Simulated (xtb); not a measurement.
5-fluorocyclopenta-1,3-diene (C5H5F), SMILES FC1C=CC=C1. All values are semi-empirical tight-binding results from xtb (GFN2-xTB unless named), good for trends rather than for accurate numbers. Coordinates come from a GFN2-xTB optimisation. Other conformers were not sampled.

Computed properties:
The point group as xtb finds it is Cs and the orbital gap is 3.54 eV. The dipole moment comes out as 2.33 D. The zero-point energy is 51.8 kcal/mol and the G − E(el) at 298.15 K (modified RRHO) is 34.1 kcal/mol. The static polarisability (D4 model) is 57.3 bohr³. The solvation energy, GFN2-xTB/ALPB(water) is -2.2 kcal/mol and the solvation energy, GFN2-xTB/ALPB(chcl3) comes out as -4.7 kcal/mol.

Computed IR lines (harmonic; lines under 4 % of the strongest left out, lines within 3 cm⁻¹ merged):
ν (cm⁻¹): 320 (w), 526 (w), 693 (m), 823 (s), 874 (w), 918 (s), 1017 (s), 1039 (m), 1068 (m), 1137 (vs), 1251 (m), 1320 (m), 1569 (w), 2843 (s), 3133 (m), 3140 (s), 3162 (s) (against the strongest line: vs over 80 %, s over 45 %, m over 15 %, w over 4 %, vw less)
